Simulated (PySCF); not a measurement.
**Cost of excited-state runs on `CC(C)[P@+](C)(C1CCC1)[Al-]([CH3])([CH3])[CH3]`, [C₁₁H₂₆AlP]+, doublet, charge +1**

Geometry:
```tsv
atom	x (Å)	y (Å)	z (Å)
C1	0.176	1.979	-1.742
C2	0.416	2.198	-0.252
C3	-0.570	3.211	0.317
P4	0.283	0.546	0.592
C5	0.402	0.936	2.375
C6	1.910	-0.245	0.239
C7	1.953	-1.218	-0.954
C8	2.688	-2.237	-0.074
C9	2.336	-1.402	1.166
Al10	-1.633	-0.848	-0.259
C11	-1.699	-1.237	-2.250
C12	-1.259	-2.528	0.802
C13	-3.152	0.367	0.288
H14	-0.841	1.614	-1.904
H15	0.881	1.256	-2.150
H16	0.294	2.912	-2.288
H17	1.438	2.562	-0.090
H18	-0.357	3.437	1.358
H19	-0.499	4.140	-0.245
H20	-1.592	2.847	0.235
H21	-0.512	1.419	2.711
H22	1.251	1.596	2.553
H23	0.540	0.017	2.941
H24	2.676	0.532	0.175
H25	2.483	-0.877	-1.840
H26	0.952	-1.559	-1.239
H27	3.756	-2.265	-0.272
H28	2.304	-3.253	-0.092
H29	1.508	-1.827	1.731
H30	3.154	-1.184	1.849
H31	-1.670	-2.321	-2.369
H32	-0.903	-0.793	-2.847
H33	-2.660	-0.874	-2.617
H34	-2.128	-3.175	0.659
H35	-1.168	-2.322	1.870
H36	-0.376	-3.069	0.460
H37	-3.022	0.791	1.285
H38	-3.324	1.174	-0.428
H39	-4.045	-0.262	0.303
```

Total charge +1.

PySCF with density fitting, on 4 threads of an Arm Neoverse N1, shared host. Command: `OMP_NUM_THREADS=4 python excited_run.py task.json out`

(1) How long does each of these runs take, and how much memory?
- open-shell absorption, CAM-B3LYP/def2-SVP; 15 states; Tamm-Dancoff; guess atom
- open-shell absorption, CAM-B3LYP/def2-SVP; 10 states; full response

Answers

(1) 
```
                  run               level  basis functions  wall time  peak memory (GiB)
open-shell absorption  CAM-B3LYP/def2-SVP              320     15 min                  3
open-shell absorption  CAM-B3LYP/def2-SVP              320     17 min                2.5
```
Times from a shared host are rough.
